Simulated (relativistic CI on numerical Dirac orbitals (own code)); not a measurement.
## Inner-shell lines of Lu LVIII

Method of calculation: Dirac-Coulomb-Breit CI, separate exchange-only KLI orbitals for each configuration, model QED, unscaled Slater integrals (own radial code, finite nucleus).

CI space (outside the closed core 1s2 2p6): 2s²3s²3p², 2s3s²3p³, 2s3s²3p²4p, 2s3s3p³4p, 2s²3s3p³, 2s3s3p⁴. Levels of other configurations are missing.

The table holds the strongest lines. The upper levels have an inner-shell vacancy. Auger decay, open to those above the ionisation limit, is not computed, and radiative decays to configurations outside the model are missing too. Absolute energies can be off by a few tenths of a per cent, so close lines can change order. LS names give the leading component, which can be well under half, for lower levels too. Brackets number the levels in order of energy.

```
  λ (Å)                  Upper               Lower   A (s⁻¹)  gA (s⁻¹)
1.34846     2s3s²3p³ ⁵S°2 [18]   2s²3s²3p² ³P2 [6]  1.38e+14  6.92e+14
1.34742     2s3s²3p³ ³P°2 [16]   2s²3s²3p² ¹D2 [3]  2.19e+14  1.10e+15
1.34732       2s3s3p⁴ ³D3 [34]  2s²3s3p³ ³P°2 [14]  2.85e+14  2.00e+15
 1.3473     2s3s²3p³ ³S°1 [19]   2s²3s²3p² ³P2 [6]  3.13e+14  9.38e+14
1.34662     2s3s²3p³ ³D°3 [20]   2s²3s²3p² ³P2 [6]  2.97e+14  2.08e+15
1.34654       2s3s3p⁴ ³P2 [25]   2s²3s3p³ ³D°3 [9]  3.13e+14  1.56e+15
 1.3465     2s3s²3p³ ¹P°1 [17]   2s²3s²3p² ¹D2 [3]  3.92e+14  1.18e+15
1.34631       2s3s3p⁴ ⁵P3 [24]   2s²3s3p³ ⁵S°2 [8]  2.34e+14  1.64e+15
1.34603     2s3s²3p³ ³P°2 [16]   2s²3s²3p² ³P1 [2]  2.24e+14  1.12e+15
1.34568     2s3s²3p³ ¹D°2 [21]   2s²3s²3p² ³P2 [6]  1.71e+14  8.54e+14
 1.3074       2s3s3p⁴ ⁵P3 [24]   2s²3s3p³ ³P°2 [4]  1.36e+14  9.55e+14
1.30532       2s3s3p⁴ ³D1 [27]   2s²3s3p³ ³D°1 [5]  5.94e+14  1.78e+15
1.30515     2s3s²3p³ ³D°3 [20]   2s²3s²3p² ¹D2 [3]  1.17e+14  8.22e+14
1.30498       2s3s3p⁴ ¹P1 [37]  2s²3s3p³ ¹D°2 [13]  5.44e+14  1.63e+15
1.30487     2s3s²3p³ ¹P°1 [17]   2s²3s²3p² ³P0 [1]  4.36e+14  1.31e+15
1.30454       2s3s3p⁴ ³P2 [25]   2s²3s3p³ ³P°2 [4]  5.54e+14  2.77e+15
1.30449     2s3s²3p³ ³S°1 [19]   2s²3s²3p² ³P1 [2]  5.39e+14  1.62e+15
1.30432       2s3s3p⁴ ³D3 [34]   2s²3s3p³ ³D°3 [9]  3.23e+14  2.26e+15
1.30427     2s3s²3p³ ¹D°2 [21]   2s²3s²3p² ¹D2 [3]  5.64e+14  2.82e+15
1.30338     2s3s²3p³ ³P°2 [30]   2s²3s²3p² ³P2 [6]  3.46e+14  1.73e+15
1.30261     2s3s²3p³ ¹P°1 [31]   2s²3s²3p² ³P2 [6]  5.40e+14  1.62e+15
1.30256     2s3s²3p³ ³P°1 [23]   2s²3s²3p² ¹D2 [3]  2.80e+14  8.40e+14
1.30227       2s3s3p⁴ ³S1 [40]  2s²3s3p³ ³P°2 [14]  5.48e+14  1.64e+15
1.30201       2s3s3p⁴ ³D2 [35]   2s²3s3p³ ³D°3 [9]  4.41e+14  2.21e+15
 1.3018       2s3s3p⁴ ³S1 [26]   2s²3s3p³ ³P°2 [4]  2.88e+14  8.64e+14
1.03773     2s3s3p³4p ³D3 [64]   2s²3s3p³ ³P°2 [4]  1.05e+14  7.38e+14
1.03598   2s3s²3p²4p ³D°3 [50]   2s²3s²3p² ¹D2 [3]  1.12e+14  7.86e+14
 1.0348   2s3s²3p²4p ³D°3 [88]   2s²3s²3p² ³P2 [6]  1.17e+14  8.16e+14
1.02688     2s3s3p³4p ⁵P3 [78]   2s²3s3p³ ³P°2 [4]  1.12e+14  7.86e+14
1.02553   2s3s²3p²4p ³D°1 [45]   2s²3s²3p² ³P0 [1]  1.91e+14  5.73e+14
1.02529   2s3s²3p²4p ³D°2 [56]   2s²3s²3p² ³P1 [2]  1.62e+14  8.08e+14
1.02524   2s3s²3p²4p ¹F°3 [62]   2s²3s²3p² ¹D2 [3]  1.85e+14  1.29e+15
1.02476  2s3s²3p²4p ³P°2 [101]   2s²3s²3p² ³P2 [6]  1.51e+14  7.53e+14
1.02465  2s3s²3p²4p ³D°3 [103]   2s²3s²3p² ³P2 [6]  1.34e+14  9.37e+14
1.02451   2s3s²3p²4p ¹D°2 [67]   2s²3s²3p² ¹D2 [3]  1.21e+14  6.06e+14
```
